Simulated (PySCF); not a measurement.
Species: C7H6F3OP.
Bonds: C1–C2 (double), C2–P3, P3–C4, C4–C5 (aromatic), C5–C6 (aromatic), C6–C7 (aromatic), C7–O8 (aromatic), P3–C9, C9–F10, C9–F11, C9–F12, C4–O8 (aromatic). Hydrogens: H13, H14 on C1; H15 on C2; H16 on C5; H17 on C6; H18 on C7.

Definitions: NICS(0) = −σiso at the ring centroid; NICS(1) = −σiso and NICS(1)zz = −σzz at ±1 Å along the ring normal z. Level: GIAO PBE0/pcSseg-1 (PySCF, non-relativistic, gas phase) on the GFN2-xTB geometry, one conformer.

Ring bond lengths (Å), with Mayer bond orders in brackets: C4–C5 1.370 (1.54), C5–C6 1.413 (1.28), C6–C7 1.361 (1.59), C7–O8 1.338 (1.09), O8–C4 1.355 (1.01).

Task: What do the NICS probes read (ppm)?

Result: 
```csv
ring,type,NICS(0),"NICS(1), two faces","NICS(1)zz, two faces",rms pucker (Å),"centre to ring atoms, mean (Å)"
C4–C5–C6–C7–O8,5-membered ring with O; formal bonds all aromatic,-11.7,-10.4 / -10.0,-27.3 / -26.4,0.00,1.16
```

Task: What can be read from them?

Result: 
- C4–C5–C6–C7–O8: mean NICS(1)zz -26.9 ppm, shielded. For a flat ring without four-coordinate atoms the NICS criterion counts such a value as aromatic.

Task: How equal are the bonds by HOMA? HOMA = 1 − mean of α(R − Ropt)² over the ring bonds, with Krygowski's 1993 parameters (CC: Ropt 1.388 Å, α 257.7 Å⁻²; CO: Ropt 1.265 Å, α 157.38 Å⁻²).

Result: 
- C4–C5–C6–C7–O8: HOMA 0.49; the largest term is that of O8–C4, α(R − Ropt)² = 1.26.

Task: At the first NICS(1) probe listed for ring C4–C5–C6–C7–O8, 1 Å off the ring, what do the in-plane components average?

Result: The isotropic value is a third of the trace: (3 × -10.4 − (-27.3))/2 = -2.0 ppm.

Task: How shielded are the nuclei of the rings and their hydrogens (means over atoms taken as equivalent)?

Result: 
```json
{"atoms": "C4", "environment": "substituted aromatic carbon", "σ isotropic (ppm)": "34.8", "principal values of the symmetric part, first atom (ppm)": "-32.1, 37.5, 98.9"}
{"atoms": "C5", "environment": "aromatic CH carbon", "σ isotropic (ppm)": "60.9", "principal values of the symmetric part, first atom (ppm)": "-25.1, 51.7, 156.1"}
{"atoms": "C6", "environment": "aromatic CH carbon", "σ isotropic (ppm)": "68.0", "principal values of the symmetric part, first atom (ppm)": "-19.8, 62.0, 161.9"}
{"atoms": "C7", "environment": "aromatic CH next to a ring oxygen", "σ isotropic (ppm)": "33.4", "principal values of the symmetric part, first atom (ppm)": "-44.3, 36.4, 108.2"}
{"atoms": "O8", "environment": "furan-type oxygen", "σ isotropic (ppm)": "18.9", "principal values of the symmetric part, first atom (ppm)": "-117.1, -78.4, 252.2"}
{"atoms": "H16", "environment": "aromatic hydrogen", "σ isotropic (ppm)": "24.33", "principal values of the symmetric part, first atom (ppm)": "20.6, 23.2, 29.2"}
{"atoms": "H17", "environment": "aromatic hydrogen", "σ isotropic (ppm)": "24.81", "principal values of the symmetric part, first atom (ppm)": "22.7, 25.4, 26.3"}
{"atoms": "H18", "environment": "aromatic hydrogen", "σ isotropic (ppm)": "23.81", "principal values of the symmetric part, first atom (ppm)": "21.0, 24.5, 25.9"}
```

Conformer computed: `[CH2:1]=[CH:2][P:3]([c:4]1[cH:5][cH:6][cH:7][o:8]1)[C:9]([F:10])([F:11])[F:12]`: C1–C2–P3–C4 -29°, C2–P3–C4–C5 -100°, C2–P3–C9–F10 48°.
